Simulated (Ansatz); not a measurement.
Total energies of BH₈NSi₂, SMILES `BN([SiH3])[SiH3]`.

```xyz
12

B    -1.165   -0.103   -1.188
N    -0.197   -0.031   -0.167
Si   -0.419   -0.798    1.392
Si    1.270    0.869   -0.513
H    -2.188   -0.702   -1.016
H    -0.949    0.447   -2.235
H    -0.357    0.223    2.470
H    -1.736   -1.476    1.403
H     0.668   -1.784    1.629
H     0.952    2.285   -0.816
H     1.992    0.265   -1.659
H     2.129    0.805    0.700
```

Charge 0, multiplicity 1. All single points use the PBE0-D4/def2-TZVP geometry. Basis def2-TZVPP, Ansatz.

RPA on PBE orbitals: Hartree–Fock energy of these orbitals -661.72447 Eh, correlation -1.05252 Eh (frozen core).

```csv
functional,energy without D4 (Eh),D4 term (kJ/mol)
LDA (SPW92),-660.37065,–
PBE,-663.06571,-26.8
revPBE,-663.34266,-78.2
BLYP,-663.44678,-58.5
r2SCAN,-663.39383,-6.5
B97M-V,-663.35483,–
PBE0,-663.14504,-22.7
r2SCAN0,-663.38202,-7.7
HSE06 (plane-wave form),-663.12616,-21.2
BHLYP,-663.46353,-34.2
CAM-B3LYP,-663.47266,-23.1
LC-ωPBE,-663.26580,–
ωB97X-V,-663.39092,–
B2PLYP,-663.18634,–
```

Give the same for B3LYP, r2SCANh, ωB97M-V, PBE-QIDH. (Estimate.)

Computed: 
```csv
functional,energy without D4 (Eh),D4 term (kJ/mol)
B3LYP,-663.56022,-43.3
r2SCANh,-663.38873,-7.0
ωB97M-V,-663.40720,–
PBE-QIDH,-662.97024,–
```

B3LYP takes the VWN-RPA correlation (the form of Gaussian; ORCA's B3LYP/G). HSE06 is the plane-wave form, built on full-range PBE exchange. The double hybrids freeze the cores in their second-order part.

LC-ωPBE has ω = 0.4 bohr⁻¹.
